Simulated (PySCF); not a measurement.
ScO₂, SMILES [Sc](=[O])=[O] (connectivity only; charge and spin as stated), neutral, multiplicity 2.

The structure is a stationary point at PBE-D3(BJ)/def2-TZVP.

The numbers are results of TDA-ωB97X/def2-TZVPD (PySCF), not measurements.

Vertical excitations. Gas-phase values at a fixed geometry.

Give excitation energies, oscillator strengths and character. (The exact figures need the calculation; the answer reports its results.)


```csv
state,energy (eV),λ (nm),f,main pairs
root 1,0.90,1379,0.000,β HOMO−1→LUMO 95 %
root 2,1.05,1180,0.000,β HOMO−2→LUMO 97 %
root 3,1.65,751,0.000,β HOMO−3→LUMO 96 %
root 4,1.68,737,0.001,β HOMO−4→LUMO 96 %
root 5,1.88,661,0.098,β HOMO→LUMO 84 %
root 6,3.63,342,0.003,"β HOMO→LUMO+1 74 %, β HOMO→LUMO+3 19 %"
root 7,4.15,299,0.001,"β HOMO→LUMO+2 47 %, β HOMO→LUMO+5 46 %"
root 8,4.19,296,0.001,"β HOMO→LUMO+3 50 %, β HOMO→LUMO+6 28 %, β HOMO→LUMO+1 14 %"
root 9,4.72,263,0.003,"β HOMO−1→LUMO+1 75 %, β HOMO−1→LUMO+3 16 %"
root 10,4.81,258,0.033,"β HOMO−2→LUMO+1 78 %, β HOMO−2→LUMO+3 15 %"
```
Unrestricted roots are not spin-pure.
